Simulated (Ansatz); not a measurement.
Isolated molecules relaxed with PBE0-D4/def2-TZVP in Ansatz; ΔE leaves out vibrations. CCSD(T)/CBS adds triple-zeta CCSD(T) − MP2 to the extrapolated MP2 energy (def2 sets, frozen cores). This one scheme is used for every species. One conformer a species, not always the lowest.

Consider the ligand exchange at the Si–F bond: `O[Si@H](Cl)[Si@H](F)Cl` + CH₃OH → `CO[Si@H](Cl)[Si@H](O)Cl` + H–F.

```json
{"species": "`O[Si@H](Cl)[Si@H](F)Cl`", "MP2/CBS(def2) energy (Eh)": "-1674.60848"}
{"species": "CH₃OH", "MP2/CBS(def2) energy (Eh)": "-115.58363"}
{"species": "`CO[Si@H](Cl)[Si@H](O)Cl`", "MP2/CBS(def2) energy (Eh)": "-1689.79719"}
{"species": "H–F", "MP2/CBS(def2) energy (Eh)": "-100.38702"}
```

Problem. Work out ΔE.

Solution. ΔE = (-1689.79719) + (-100.38702) − (-1674.60848) − (-115.58363) = 0.00790 Eh = +20.7 kJ/mol. CCSD(T)/CBS gives +24.4 kJ/mol.

Largest T1 diagnostic among the species: 0.011.

The D4 term adds −10.6 kJ/mol with B3LYP and −6.2 kJ/mol with PBE0; it sums over pairs of atoms, weighted by their polarisabilities, and B3LYP, whose exchange is more repulsive, gets the larger term. In def2-TZVPP, CCSD(T) changes the Hartree–Fock value by −15.6 kJ/mol (the triples alone add −2.7 kJ/mol) and MP2 by −19.2 kJ/mol.

B3LYP here is the variant with VWN-RPA as its local correlation; programs differ in this.
